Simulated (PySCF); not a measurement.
# One molecule, several mistakes: Al2HNO

Calculated results; nothing here was measured. They come from PySCF 2.14.0, an open-source quantum chemistry program, on an isolated molecule that a program drew, which may never have been made. The molecule is Al2HNO (charge 0, singlet), drawn as the SMILES string `[O]=[Al][NH][Al]`.

Each row is a Hartree-Fock (HF) and frozen-core CCSD(T) single point in the cc-pV(D+d)Z basis, meant for a local HF minimum. Run 1 is clean. Each other run has one planted mistake out of seven kinds, and not every kind appears here: one electron removed, one electron added, multiplicity raised by two, geometry at a saddle point, minimal basis STO-3G, one bond length entered in bohr, all coordinates scaled. The reference is restricted for singlets and unrestricted otherwise, and also for a bond in bohr. Adding or removing an electron swaps singlet and doublet. Electrons count all cores. HOMO and LUMO are orbital energies over both spins, the gradient is its largest component, and the lowest frequency (negative if imaginary) is given only where the gradient is small. Bond lengths are over the 4 bonds as drawn. T1 is the CCSD diagnostic: over 0.02 (restricted) or 0.045 (unrestricted) a single reference is doubtful.

Geometry of the clean run:
```xyz
5
Al2HNO, angstrom
O     0.8115   -2.2053   -2.3730
Al   -0.5208   -2.3759   -1.5490
N    -2.0290   -2.5963   -0.6659
Al   -3.5963   -3.4831   -0.9939
H    -2.0250   -2.1207    0.2316
```

| run | electrons | basis functions | <S^2> | HOMO (eV) | LUMO (eV) | gradient (hartree/bohr) | lowest frequency (cm^-1) | mean bond (Å) | longest bond (Å) | T1 | HF (hartree) | CCSD(T) (hartree) | mistake |
|---|---|---|---|---|---|---|---|---|---|---|---|---|---|
| 1 | 42 | 79 | 0.000 | -8.98 | 0.62 | 2.6e-05 | 111 | 1.5458 | 1.830 | 0.0270 | -613.76612 | -614.26740 | no fault |
| 2 | 43 | 79 | 0.780 | -0.32 | 5.36 | 3.7e-02 | - | 1.5458 | 1.830 | 0.0300 | -613.75994 | -614.26675 | one electron added |
| 3 | 41 | 79 | 0.757 | -14.21 | -7.57 | 4.9e-02 | - | 1.5458 | 1.830 | 0.0378 | -613.46362 | -613.93834 | one electron removed |
| 4 | 42 | 29 | 0.000 | -4.39 | 9.71 | 2.4e-02 | - | 1.5458 | 1.830 | 0.0359 | -606.12314 | -606.34393 | minimal basis STO-3G |
| 5 | 42 | 79 | 2.003 | -6.95 | -0.77 | 9.9e-03 | - | 1.5458 | 1.830 | 0.0289 | -613.69946 | -614.17126 | multiplicity raised by two |
| 6 | 42 | 79 | 0.000 | -9.12 | 0.54 | 5.4e-02 | - | 1.6247 | 1.924 | 0.0300 | -613.75239 | -614.26522 | ? |

**Which mistake was planted in run 6, and what did it cost?**

The mean and the longest bond both change by the same factor, 1.051, and the gradient is no longer small. So the mistake is: all coordinates scaled. Subtracting run 1 and multiplying by 627.51 kcal/mol a hartree, the energy moved by 8.6 kcal/mol in HF and 1.4 kcal/mol in CCSD(T).

Cautions from the logs. Run 1: T1 is over the limit, so its CCSD(T) energy is less reliable; run 2: the added electron raises the CCSD(T) energy, so it isn't bound in this basis; run 4: T1 is over the limit, so its CCSD(T) energy is less reliable; run 6: T1 is over the limit, so its CCSD(T) energy is less reliable.
